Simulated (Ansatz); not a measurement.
Relaxation of CH5BOSi (9 atoms, charge 0, multiplicity 1), to a largest force component of 0.015 eV/Å in at most 40 steps.

Theory: RKS BLYP-D4/cc-pVDZ (Ansatz).

```xyz
9
Properties=species:S:1:pos:R:3
B -0.372 1.641 -0.171
Si 0.690 0.118 0.080
C 2.447 0.435 0.567
O 2.168 0.264 -0.775
H -0.841 1.928 -1.275
H -0.686 2.399 0.732
H 0.165 -1.254 -0.230
H 2.673 1.403 0.884
H 2.989 -0.490 0.885
```

Task: Where does it end, and by what steps?

Result: It converged. After 18 steps the energy has fallen by 0.928 eV; H5 moved furthest, 1.44 Å.

| step | energy less start (eV) | largest force component (eV/Å) | accepted |
| --- | --- | --- | --- |
| 0 | 0.0000 | 3.588 | yes |
| 1 | -0.5769 | 1.233 | yes |
| 2 | -0.6475 | 0.685 | yes |
| 3 | -0.7022 | 0.239 | yes |
| 4 | -0.7325 | 0.328 | yes |
| 5 | -0.7653 | 0.263 | yes |
| 6 | -0.8021 | 0.490 | yes |
| 7 | -0.8215 | 0.651 | yes |
| 8 | -0.8825 | 0.291 | yes |
| 9 | -0.9041 | 0.477 | yes |
| 10 | -0.9166 | 0.184 | yes |
| 11 | -0.9190 | 0.168 | yes |
| 12 | -0.9250 | 0.175 | yes |
| 13 | -0.9270 | 0.102 | yes |
| 14 | -0.9268 | 0.339 | no |
| 15 | -0.9279 | 0.030 | yes |
| 16 | -0.9281 | 0.022 | yes |
| 17 | -0.9279 | 0.065 | no |
| 18 | -0.9282 | 0.008 | yes |

```xyz
9
Properties=species:S:1:pos:R:3
B -0.467 1.683 -0.268
Si 0.789 0.173 -0.367
C 2.353 0.346 0.704
O 2.494 0.509 -0.719
H -1.660 1.509 -0.163
H -0.014 2.804 -0.229
H 0.422 -1.246 -0.691
H 2.538 1.256 1.305
H 2.778 -0.589 1.122
```

The run took 120 s on 1 thread of Intel(R) Xeon(R) Processor @ 2.50GHz (Skylake/Cascade Lake), on a shared host, peak memory 0.15 GiB.
